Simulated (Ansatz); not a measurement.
Input for Ansatz (development build ahead of 0.2.0):

```yaml
crystal:
  periodic: [false, false, false]
  atoms:
    - { symbol: Al, position_ang: [-0.07007, -0.0248, -0.01277] }
    - { symbol: Cl, position_ang: [-1.10527, 0.99636, -1.42993] }
    - { symbol: Cl, position_ang: [2.02252, 0.55058, 0.34827] }
    - { symbol: Cl, position_ang: [-0.84259, -1.54509, 1.08945] }
basis:
  gaussian: { orbitals: def2-SVP }
total_charge: 1
magnetization:
  spin_polarized: true
  initial_magnetization: 1
hamiltonian:
  xc: hf
correlation:
  method: mp2
  frozen_orbitals: { Al: 5, Cl: 5 }
output:
  forces: true
```

The input is written out in the form of the current development build from the run's settings.

Results

```yaml
Converged: yes
Reference_energy: -1619.72724 hartree
Correlation_energy: -0.42290 hartree
Total_energy: -1620.15014 hartree
Spin_squared_of_the_determinant: 0.757
Stability_test: minimum
```

Forces (eV/Å):
```tsv
atom	Fx	Fy	Fz
Al1	-1.934	-0.535	-0.335
Cl2	0.430	0.315	-0.110
Cl3	1.033	0.284	0.179
Cl4	0.470	-0.065	0.267
```

Caution: MP2 on this radical cation hangs on the determinant chosen.
